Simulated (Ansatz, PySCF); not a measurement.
Gas-phase reaction in SMILES: C[SiH2]C [dimethylsilane] -> C[SiH2] + [CH3] (CH3) (the C-Si bond at the site shown breaks; other sites are not compared here)
Structures are relaxed separately at B3LYP-D3(BJ)/def2-TZVP in Ansatz (a first-principles code). Frequencies are from Ansatz or PySCF.

Quantity: bond dissociation energy (enthalpy at 298 K, with B3LYP-D3(BJ) rigid-rotor harmonic-oscillator terms), in eV. Correlated levels leave the core frozen unless marked. Open shells are spin-unrestricted. No spin-orbit coupling. No relativistic terms. Basis-set limits of correlation are two-point, X^-3; Hartree-Fock from the larger set. The bracket is a focal-point correction in the basis named.

```csv
level,program,bond dissociation energy (eV),minus last row
HF/STO-3G,Ansatz,4.13,0.20
RI-HF/aug-cc-pV(T+d)Z,Ansatz,2.72,-1.21
B3LYP-D4/def2-TZVPD,Ansatz + dftd4,3.72,-0.21
MP2/6-31G,Ansatz,3.19,-0.74
MP2/cc-pV(D+d)Z,Ansatz,3.77,-0.16
CCSD(T)/cc-pwCVTZ,Ansatz,3.82,-0.11
"RI-MP2/CBS(cc-pV(T+d)Z,cc-pV(Q+d)Z)+[CCSD(T)-MP2]/cc-pV(T+d)Z",Ansatz,3.93,0.00
```
